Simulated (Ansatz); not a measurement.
This geometry of AsH3 + C2H7Al (14 atoms, charge 0, multiplicity 1) is a first-order saddle point.

The calculation used Ansatz 0.2.0, RKS PBE0-D4/def2-SVP.

```xyz
14
Properties=species:S:1:pos:R:3
Al -0.275 0.324 0.054
H -1.388 0.882 -1.127
C 1.076 1.702 0.358
C -1.103 -0.964 1.265
H -0.687 0.188 -1.641
As 0.636 -1.053 -2.146
H 1.344 2.222 -0.576
H 2.001 1.268 0.773
H 0.724 2.464 1.071
H -1.583 -0.465 2.122
H -0.348 -1.659 1.670
H -1.871 -1.567 0.755
H -0.146 -2.245 -1.604
H 1.620 -1.097 -0.974
```

(1) Which two structures does it join? (They come from a converged band through this point; their orientation in space is the band's.)

(2) How far does it lie above each of them?

Answers

(1) Bonds broken: Al1–H2, H5–As6. Bonds formed: Al1–As6, H2–H5. AsH3 + C2H7Al becomes C2H8AlAs + H2.

Image 0:

```xyz
14
Properties=species:S:1:pos:R:3
Al -0.640 0.650 0.121
H -1.772 1.277 -0.825
C 1.019 1.667 0.395
C -1.088 -0.903 1.234
H -0.243 -0.157 -1.985
As 0.731 -1.314 -2.265
H 1.370 2.165 -0.524
H 1.844 1.050 0.788
H 0.842 2.468 1.135
H -1.569 -0.560 2.169
H -0.202 -1.487 1.532
H -1.803 -1.586 0.747
H -0.101 -2.297 -1.451
H 1.613 -0.973 -1.071
```

Image 6:

```xyz
14
Properties=species:S:1:pos:R:3
Al 0.096 -0.089 -0.035
H -1.685 1.213 -0.807
C 1.089 1.553 0.374
C -1.178 -0.884 1.226
H -1.448 0.894 -1.463
As 0.692 -1.318 -2.075
H 1.393 2.102 -0.534
H 2.020 1.300 0.913
H 0.524 2.245 1.020
H -1.691 -0.132 1.849
H -0.638 -1.555 1.917
H -1.945 -1.499 0.728
H 0.592 -2.659 -1.355
H 2.178 -1.172 -1.759
```

(2) 57.9 kJ/mol above the first and 91.5 kJ/mol above the second. This is the barrier of this one path; another mechanism may lie lower. The orbitals stay closed-shell, which can raise the energy where a bond breaks towards radicals; this wasn't checked here.

The run took 3.5 min on 4 threads of Arm Neoverse N1, with other jobs on the host, peak memory 0.34 GiB.
